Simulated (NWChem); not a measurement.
# GeCl3, doublet; SMILES [Cl][Ge]([Cl])[Cl]

Computed with NWChem. Spin-unrestricted. In the optimisation the excess spin sits in a (C3, its own frame). The geometry was optimised at PBE0/def2-SVP, spin-unrestricted. No stability test was run on the SCF state. Level B3LYP/def2-SVP: single points from the atomic guess with DIIS by default; each run changes one setting, and all converged runs end within 0.3 mHa of each other. NWChem's automatic level shift, which a small gap switches on, acted in some of these runs.

Which setting needs the most SCF iterations, or fails (DIIS on 20 Fock matrices; core-Hamiltonian guess; defaults; occupation smearing of 0.005 Ha; no level shifting)?

core-Hamiltonian guess, with 80 against 7 for the defaults.
| setting | SCF iterations |
|---|---|
| defaults | 7 |
| occupation smearing of 0.005 Ha | 7 |
| DIIS on 20 Fock matrices | 7 |
| no level shifting | 7 |
| core-Hamiltonian guess | 80 |
